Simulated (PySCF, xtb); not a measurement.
B(H)2(iPr) (C3H9B), SMILES CC(C)B.

Geometry: ωB97X-D3(BJ)/def2-SVP. The structure was generated by enumeration, and PubChem lists no compound with its InChIKey, so it may never have been made.

These are IEF-PCM-M06-2X/def2-SVP run with PySCF values and carry that method's errors.

The values are the electrostatic part of the solvation free energy, E(continuum) − E(gas) at the gas-phase geometry, in a cavity of scaled van der Waals radii (PySCF's table); cavitation and dispersion terms are not included. In vacuum the orbital gap is 9.36 eV. The dipole moment in vacuum is 0.59 D.

Computed values in water (ε = 78.36), acetonitrile (ε = 35.69), n-hexane (ε = 1.88):
```tsv
solvent	ε	ΔG(elec) (kcal/mol)	dipole (D)	gap (eV)
water	78.36	-0.8	0.76	9.33
acetonitrile	35.69	-0.8	0.75	9.33
n-hexane	1.88	-0.3	0.65	9.35
```

For comparison, GFN2-xTB/ALPB(water) (xtb, at the GFN2-xTB geometry, all terms of that model) gives -0.8 kcal/mol.
